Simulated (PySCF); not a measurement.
C4H8ClFSi2.
InChI=1S/C4H8ClFSi2/c1-2-3-8(6,7)4-5/h4H2,1,7H3/t8-/m1/s1

Method used: TDDFT CAM-B3LYP/def2-SVPD, vertical, gas phase, core orbitals frozen in the response (PySCF). The structure is a single PBE0-D3(BJ)/def2-SVP conformer in the gas phase; no vibrational or solvent corrections. Torsions of this conformer, `[CH3:1][C:2]#[C:3][Si@@:4]([F:5])([SiH3:6])[CH2:7][Cl:8]`: C3–Si4–C7–Cl8 -72°.

Problem. List the vertical singlet excitations with oscillator strengths and describe the spectrum.

Solution. 

```csv
state,E (eV),E (hartree),f,"main configurations (H = HOMO, L = LUMO)"
S1,5.54,0.2035,0.0020,H→L (67%)
S2,5.93,0.2178,0.0027,"H-1→L (41%), H→L+1 (35%)"
S3,6.04,0.2218,0.0047,H-1→L+1 (70%)
S4,6.60,0.2426,0.015,"H-2→L (45%), H→L (12%), H→L+3 (10%)"
S5,7.02,0.2578,0.037,"H-3→L (30%), H-4→L (28%), H-2→L+3 (11%)"
S6,7.13,0.2621,0.137,"H-3→L (20%), H-3→L+3 (19%), H-4→L (17%)"
S7,7.17,0.2634,0.191,H→L+1 (30%)
S8,7.27,0.2670,0.0085,H→L+2 (66%)
S9,7.45,0.2737,0.044,"H-2→L (21%), H→L+3 (18%), H-2→L+3 (10%)"
S10,7.53,0.2769,0.015,"H-1→L+2 (72%), H-1→L+4 (11%)"
```

Triplets (Tamm–Dancoff): T1 4.77 eV, H-1→L (32%), H→L+1 (18%); T2 5.10 eV, H→L (52%), H-1→L+1 (15%); T3 5.18 eV, H→L+1 (39%), H-1→L (27%); T4 5.71 eV, H-1→L+1 (50%), H→L (19%).

The lowest singlet lies at 5.54 eV (224 nm, ultraviolet) and is very weak; its leading configuration is HOMO→LUMO (67%). The strongest level in the table is S7 at 7.17 eV (173 nm, f = 0.191). Löwdin shares by element: HOMO carbon 45% or more, silicon 25% (atoms not listed hold the other 30%); LUMO silicon 35%, carbon 26% or more (atoms not listed hold the other 39%). The oscillator strengths of these states sum to 0.457; summed over the whole spectrum of an exact calculation they would give the number of electrons, 86 (Thomas–Reiche–Kuhn). Of the 10 states listed, 6 reach f = 0.01 and none stays under 0.0005. The listed states span 2.00 eV, and the widest gap between neighbours is 0.57 eV (S3 to S4). All these states lie below the vertical ionisation energy of 9.63 eV (ΔSCF). Only the lowest 10 singlets were computed, as vertical energies without vibronic structure.
